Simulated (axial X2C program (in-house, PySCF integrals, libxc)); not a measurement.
AlAu: properties at the nuclei

Calculated with an in-house all-electron X2C program for linear molecules (integrals from PySCF): two-component X2C with atomic mean-field Coulomb and Gaunt terms, Gaussian nuclei, basis Au dyall-cv3z, Al dyall-v3z with contracted cores.

R = 2.371 Å (near the PBE0 minimum at charge 0 of the determinant lowest at the starting distance; the state shown can have its own minimum elsewhere).

Input and command:
```json
{"zs": [79, 13], "q": 0, "bas": ["dyall-cv3z", "dyall-v3z"], "r0": 2.5, "levels": ["PBE0", "HF", "BP86", "TPSSh", "PBE50"], "nst": 3}
```
```bash
python soeom.py task.json out
```

Keys: zs atomic numbers; q charge; bas basis sets; r0 starting distance in Å; levels methods; nst determinants followed.

Determinant lowest in the PBE0 search, Ω = 0 (closed shell), highest spinor 42% Al p, 35% Au s, 12% Al s:

```csv
level,qzz Au (a.u.),qzz Al (a.u.),μ (D)
PBE0,1.49,-0.99,1.19
HF,0.25,-1.12,-0.07
BP86,1.88,-0.92,1.60
TPSSh,1.62,-0.96,1.08
PBE50,1.05,-1.04,0.76
```

Determinant 1.91 eV from it at PBE0 and this distance, Ω = 2 (⟨Sz⟩ = 1.00, ⟨Lz⟩ = 1.00 at PBE0), spin on the atoms Au 0.26, Al 0.74:

| level | Eeff magnitude (GV/cm) | Ws magnitude Au (kHz) | A∥/gI Au (MHz) | qzz Au (a.u.) | A∥/gI Al (MHz) | qzz Al (a.u.) | μ (D) |
| --- | --- | --- | --- | --- | --- | --- | --- |
| PBE0 | 20.2 | 11.7 | 3770 | 1.54 | 228 | -0.09 | -0.13 |
| HF | 19.3 | 11.1 | 3510 | -0.27 | 218 | -0.24 | -1.09 |
| BP86 | 21.8 | 12.6 | 3630 | 2.19 | 253 | -0.05 | 0.28 |
| TPSSh | 20.9 | 12.1 | 3570 | 1.80 | 249 | -0.07 | -0.09 |
| PBE50 | 18.2 | 10.6 | 3900 | 0.90 | 217 | -0.11 | -0.48 |

Eeff is the effective electric field on the electron electric dipole moment in this Ω state and Ws the scalar–pseudoscalar constant of the nucleus named (defined with the proton number Z and per Ω); A∥ (defined per Ω) follows by multiplying with gI = μI/(I μN); qzz is the electric field gradient, eQq0 = 234.96 MHz × Q/barn × qzz; μ is positive if the Al end (last atom) is positive. The operators were transformed with the bare-nucleus X2C matrices; with these basis sets, hyperfine constants and field gradients can be off by tens of per cent, and where levels differ in sign neither size nor sign is settled.

Task: With Q(27Al) = 0.1466 barn (Q from Pyykkö, Mol. Phys. 2018), turn the PBE0 values of the first state into constants in MHz.

Result: eQq0(27Al) = 234.96 × (0.1466) × (-0.99) = -34.1 MHz.

Each state is one determinant with collinear spin, which with several unpaired electrons need not be a pure state. Unrestricted Hartree–Fock can overshoot spin polarisation at the nuclei. With several open shells hyperfine constants can be off by a factor of several. Open-shell Ω = 0 determinants with evenly filled partner blocks cannot be reached by this program, so the Ω shown need not be the lowest component. The search compared states at one distance, so a state with another bond length can lie lower. Further determinants of the search, some of them spin-mixed, are not shown. Where a field gradient or hyperfine factor spreads by more than a factor of two over the levels, a constant derived from it is not to be relied on. PBE0 term energies can be off by some tenths of an eV.
